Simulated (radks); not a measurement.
Values are calculated unless marked as measured or tabulated.
Fractional charge and spin in the 3s shell of scandium: the spin-up occupation runs from 0 to 1 and the spin-down occupation from 0 to 1; the fullest corner is Sc3+, [Ne] 3p6 3s(up 1, down 1). Code: a radial shooting solver on a logarithmic mesh with Libxc functionals. Model: non-relativistic Kohn-Sham, PBE, spin-polarised, spherical densities, point nucleus. Energy (eV) minus the two flat planes that join the four corners (they meet along the diagonal where the two added fractions sum to one electron); zero is where a piecewise linear energy would lie.

down \ up,0,0.25,0.5,0.75,1
0,0.000,-1.845,-2.454,-1.837,0.000
0.25,-1.845,-2.340,-1.615,0.323,-1.756
0.5,-2.454,-1.615,0.431,-1.546,-2.334
0.75,-1.837,0.323,-1.546,-2.233,-1.746
1,0.000,-1.756,-2.334,-1.746,0.000

Corners above the fullest one (they belong to Sc4+ and the next ion): (up 1, down 0) 95.073 eV, (up 0, down 1) 95.073 eV, (up 0, down 0) 211.03 eV. With half an added electron in each spin the energy lies 0.431 eV from the planes, and with half an added electron in spin up alone -2.454 eV. The planes are only a guide here: the flat-plane condition holds for ground states with one frontier orbital, while this shell lies below other occupied shells, so the corners above the fullest one are inner-hole states and not the ground states of those ions.
